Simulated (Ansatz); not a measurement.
Reaction (redistribution): `N[SiH2][CH2][GeH2][NH2]` + `[SiH3]SS` → `N[SiH2]SS` + `[NH2][GeH2][CH2][SiH3]`

Computed with Ansatz on PBE0-D4/def2-TZVP structures; ΔE is electronic, products minus reactants. CCSD(T)/CBS is the MP2 limit (def2-TZVPP, def2-QZVPP) plus CCSD(T) − MP2 in def2-TZVPP, frozen cores. DFT in def2-TZVPP. B3LYP here is the variant with VWN-RPA as its local correlation; programs differ in this. For Ge outer-core shells are correlated without core-valence functions, which leaves a few kJ/mol of doubt a bond. Scalar relativity is left out up to krypton. One conformer a species, not always the lowest.

```tsv
level	ΔE (kJ/mol)	difference from CCSD(T)/CBS
PBE-D4	-4.7	-0.1
r2SCAN-D4	-4.9	-0.3
PBE0-D4	-4.6	0.0
B3LYP-D4	-4.3	0.3
ωB97X-V	-4.5	0.1
ωB97M-V	-4.7	-0.1
B2PLYP	-4.9	-0.3
PBE	-5.6	-1.0
r2SCAN	-5.2	-0.6
PBE0	-5.3	-0.7
B3LYP	-5.6	-1.0
HF/def2-TZVPP	-6.4	-1.8
MP2/def2-TZVPP	-3.7	0.9
SCS-MP2/def2-TZVPP	-4.0	0.6
CCSD/def2-TZVPP	-3.4	1.2
CCSD(T)/def2-TZVPP	-3.1	1.5
HF/def2-QZVPP	-6.8	-2.2
MP2/def2-QZVPP	-4.7	-0.1
SCS-MP2/def2-QZVPP	-4.9	-0.3
HF/CBS(def2)	-6.8	-2.2
MP2/CBS(def2)	-5.2	-0.6
CCSD/CBS(def2)	-4.9	-0.3
CCSD(T)/CBS	-4.6	0
```

Largest T1 diagnostic among the species: 0.012.
